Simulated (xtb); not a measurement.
CsF, charge +1, doublet, from a rough starting geometry (GFN-xTB shapes and energies of metal compounds can be far from the true ones) (a state made from the parent by changing its charge; the spin is typed, not shown lowest); GFN2-xTB in xtb.

Input for xtb:
```
$ xtb mol.xyz --gfn 2 --chrg 1 --uhf 1 --opt vtight --json

# file mol.xyz
2

Cs    -0.63716283    -0.43848411    -0.84035418
F      0.63920597     0.51598344     0.82480743
```

What the program printed (banner, timings and long lists left out):

```
   ID    Z sym.   atoms
    1   55 Cs     1
    2    9 F      2

           -------------------------------------------------
          |                Calculation Setup                |
           -------------------------------------------------

           -------------------------------------------------
          |                 G F N 2 - x T B                 |
           -------------------------------------------------

          ...................................................
          :                      SETUP                      :
          :.................................................:
          :  # basis functions                   8          :
          :  # atomic orbitals                   8          :
          :  # shells                            4          :
          :  # electrons                         7          :
          :  max. iterations                   250          :
          :  Hamiltonian                  GFN2-xTB          :
          :  restarted?                      false          :
          :  GBSA solvation                  false          :
          :  PC potential                    false          :
          :  electronic temp.          300.0000000     K    :
          :  accuracy                    1.0000000          :
          :  -> integral cutoff          0.2500000E+02      :
          :  -> integral neglect         0.1000000E-07      :
          :  -> SCF convergence          0.1000000E-05 Eh   :
          :  -> wf. convergence          0.1000000E-03 e    :
          :  Broyden damping             0.4000000          :
          :  net charge                          1          :
          :  unpaired electrons                  1          :
          ...................................................

 iter      E             dE          RMSdq      gap      omega  full diag
   1     -4.4200530 -0.442005E+01  0.104E+01    2.08       0.0  T
   2     -4.4265760 -0.652301E-02  0.453E+00    4.44       1.0  T
   3     -4.4274710 -0.894985E-03  0.410E-01    6.15       1.0  T
   4     -4.4274840 -0.129509E-04  0.259E-01    6.43       1.0  T
   5     -4.4274841 -0.157936E-06  0.999E-03    6.41       7.1  T
   6     -4.4274841 -0.127628E-07  0.420E-03    6.41      16.8  T
   7     -4.4274841 -0.102141E-08  0.657E-05    6.40    1076.0  T
   8     -4.4274841 -0.657252E-13  0.215E-05    6.40    3281.5  T

   *** convergence criteria satisfied after 8 iterations ***

[...]
 * total energy  :    -4.4253206 Eh     change       -0.3996803E-13 Eh
 * total energy  :    -4.4271972 Eh     change       -0.1876673E-02 Eh
 * total energy  :    -4.4284526 Eh     change       -0.1255376E-02 Eh
 * total energy  :    -4.4294306 Eh     change       -0.9779817E-03 Eh
 * total energy  :    -4.4302082 Eh     change       -0.7775809E-03 Eh
 * total energy  :    -4.4306469 Eh     change       -0.4387587E-03 Eh
 * total energy  :    -4.4311308 Eh     change       -0.4838379E-03 Eh
 * total energy  :    -4.4314501 Eh     change       -0.3193323E-03 Eh
 * total energy  :    -4.4315533 Eh     change       -0.1032391E-03 Eh
 * total energy  :    -4.4315595 Eh     change       -0.6196374E-05 Eh
 * total energy  :    -4.4315596 Eh     change       -0.1161272E-06 Eh
 * total energy  :    -4.4315597 Eh     change       -0.1975967E-08 Eh
   *** GEOMETRY OPTIMIZATION CONVERGED AFTER 12 ITERATIONS ***
         :: total energy              -4.431559651500 Eh    ::
[...]
         1        2.0000           -1.0253698             -27.9017
         2        1.9884           -0.7435729             -20.2336
         3        1.5058           -0.7393721             -20.1193
         4        1.5058           -0.7393721             -20.1193 (HOMO)
         5                         -0.5884899             -16.0136 (LUMO)
         6                         -0.3097603              -8.4290
         7                         -0.3097603              -8.4290
         8                         -0.2498782              -6.7995
      -------------------------------------------------------------
                  HL-Gap            0.1508822 Eh            4.1057 eV
             Fermi-level           -0.7016405 Eh          -19.0926 eV

     #   Z          covCN         q      C6AA      α(0)
     1  55 Cs       0.284     0.929  7850.321   448.855
     2   9 F        0.284     0.071     9.075     3.518

 Mol. C6AA /au·bohr⁶  :       8130.457362
 Mol. C8AA /au·bohr⁸  :    2882661.497456
 Mol. α(0) /au        :        452.372150

Wiberg/Mayer (AO) data.
largest (>0.10) Wiberg bond orders for each atom

 ---------------------------------------------------------------------------
     #   Z sym  total        # sym  WBO       # sym  WBO       # sym  WBO
 ---------------------------------------------------------------------------
     1  55 Cs   0.137 --     2 F    0.137
     2   9 F    0.137 --     1 Cs   0.137
 ---------------------------------------------------------------------------

molecular dipole:
                 x           y           z       tot (Debye)
 q only:       -1.639      -1.154      -2.156
   full:       -1.812      -1.283      -2.381       8.274
molecular quadrupole (traceless):
                xx          xy          yy          xz          yz          zz
 q only:       -0.427       3.911      -3.093       7.174       5.132       3.521
  q+dip:       -0.501       4.571      -3.595       8.362       5.997       4.096
   full:       -0.417       3.845      -3.082       7.095       5.049       3.498

optimized geometry written to: xtbopt.xyz

           -------------------------------------------------
          | TOTAL ENERGY               -4.431559651500 Eh   |
          | GRADIENT NORM               0.000000627613 Eh/α |
          | HOMO-LUMO GAP               4.105712543922 eV   |
           -------------------------------------------------

normal termination of xtb
```
